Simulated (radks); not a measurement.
Values are calculated unless marked as measured or tabulated.
All-electron atom: K2+ in [He] 2s2 2p4 3s2 3p5 3d2 (not the ground configuration). Code: a radial shooting solver on a logarithmic mesh with Libxc functionals. Model: non-relativistic Kohn-Sham, XLYP, spin-polarised, spherical densities, point nucleus; open shells are filled with parallel spins first.

Local quantities along the radius. ELF = 1/(1 + alpha^2) is the electron localisation function; alpha = (tau - tau_W)/tau_unif compares the Pauli kinetic energy density with that of the uniform gas (summed over spins).

```
   r/bohr * ELF (the largest magnitude, 1, reaches the edge; | marks zero)
 0.003362 |                                                      *
 0.003821 |                                                      *
 0.004309 |                                                      *
 0.004858 |                                                      *
 0.005477 |                                                      *
 0.006225 |                                                      *
 0.007019 |                                                      *
 0.007914 |                                                      *
 0.008923 |                                                      *
  0.01014 |                                                      *
  0.01143 |                                                      *
  0.01289 |                                                      *
  0.01454 |                                                      *
  0.01652 |                                                      *
  0.01863 |                                                      *
    0.021 |                                                      *
  0.02368 |                                                      *
  0.02691 |                                                      *
  0.03035 |                                                      *
  0.03421 |                                                      *
  0.03858 |                                                      *
  0.04349 |                                                      *
  0.04943 |                                                     *
  0.05574 |                                                     *
  0.06284 |                                                    *
  0.07085 |                                                 *
  0.08053 |                                           *
   0.0908 |                                  *
   0.1024 |                        *
   0.1154 |                *
   0.1312 |            *
   0.1479 |            *
   0.1668 |                *
    0.188 |                       *
   0.2137 |                                *
    0.241 |                                       *
   0.2717 |                                           *
   0.3063 |                                            *
   0.3482 |                                           *
   0.3925 |                                     *
   0.4426 |                         *
    0.499 |            *
   0.5626 |      *
   0.6395 |      *
    0.721 |              *
   0.8129 |                            *
   0.9166 |                                       *
    1.042 |                                           *
    1.175 |                                            *
    1.324 |                                           *
    1.493 |                                        *
    1.697 |                                 *
    1.913 |                        *
    2.157 |              *
    2.432 |      *
    2.765 |  *
    3.117 |*
    3.514 *
    3.963 *
    4.504 *
    5.078 *
    5.725 *
```

On this mesh the ELF has minima near r = 0.13, 0.56 bohr, which separate the shells, and maxima near 0.31 (0.82), 1.2 (0.82).
